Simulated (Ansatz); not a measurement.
**Bend profile**

CH3Cu (SMILES [CH3][Cu]), closed shell, at its PBE0-D4/def2-TZVP minimum:

```xyz
5
angstrom
C -0.1505 -0.0112 -0.0638
Cu 1.6454 -0.0509 0.5574
H -0.6987 -0.8354 0.3960
H -0.1482 -0.1194 -1.1498
H -0.5981 0.9432 0.2189
```

The angle H3–C1–H4 (110.2° at the minimum) is set to the values below, H3, with anything bonded beyond it, turning rigidly in the plane of the angle. Each method's energies count from its own value at the PBE0-D4 minimum structure. Ansatz 0.2.0; basis: def2-TZVPP; cores frozen in the correlated methods. Filled d shells of the heavier atoms are correlated. B3LYP uses VWN-RPA correlation.

```json
{"angle (°)": "86.2", "CCSD(T) (eV)": "0.408", "PBE-D4 (eV)": "0.407", "PBE0-D4 (eV)": "0.408", "B3LYP-D4 (eV)": "0.419"}
{"angle (°)": "92.2", "CCSD(T) (eV)": "0.227", "PBE-D4 (eV)": "0.230", "PBE0-D4 (eV)": "0.228", "B3LYP-D4 (eV)": "0.235"}
{"angle (°)": "98.2", "CCSD(T) (eV)": "0.099", "PBE-D4 (eV)": "0.104", "PBE0-D4 (eV)": "0.101", "B3LYP-D4 (eV)": "0.104"}
{"angle (°)": "104.2", "CCSD(T) (eV)": "0.024", "PBE-D4 (eV)": "0.028", "PBE0-D4 (eV)": "0.025", "B3LYP-D4 (eV)": "0.026"}
{"angle (°)": "110.2", "CCSD(T) (eV)": "0.000", "PBE-D4 (eV)": "0.000", "PBE0-D4 (eV)": "0.000", "B3LYP-D4 (eV)": "0.000"}
{"angle (°)": "116.2", "CCSD(T) (eV)": "0.027", "PBE-D4 (eV)": "0.021", "PBE0-D4 (eV)": "0.025", "B3LYP-D4 (eV)": "0.025"}
{"angle (°)": "122.2", "CCSD(T) (eV)": "0.104", "PBE-D4 (eV)": "0.088", "PBE0-D4 (eV)": "0.100", "B3LYP-D4 (eV)": "0.099"}
{"angle (°)": "128.2", "CCSD(T) (eV)": "0.229", "PBE-D4 (eV)": "0.202", "PBE0-D4 (eV)": "0.223", "B3LYP-D4 (eV)": "0.223"}
{"angle (°)": "134.2", "CCSD(T) (eV)": "0.402", "PBE-D4 (eV)": "0.360", "PBE0-D4 (eV)": "0.392", "B3LYP-D4 (eV)": "0.393"}
```

Minimum and curvature along this coordinate at CCSD(T): A fifth-order fit through the nearest points gives 110.0°, with a curvature of about 1.4 meV/deg².

Largest difference from the CCSD(T) curve over the scan: r2SCAN-D4 0.022; wB97M-V 0.012; HF 0.092; MP2 0.007 eV. Each curve counts from its own value at the minimum.

T1 diagnostic: at most 0.032. The T1 diagnostic is large here, which may signal multireference character or strong orbital relaxation, so CCSD(T) is less sure. This choice of frozen cores biases the correlated bond energies of the heavy atoms.

For scale, one of the runs: CCSD(T)/def2-TZVPP, 137 basis functions (an equivalent command: `ansatz run in.yaml --threads 2`). The run took 45 s on 2 CPU threads (shared host), with 0.87 GiB of host memory at its peak.
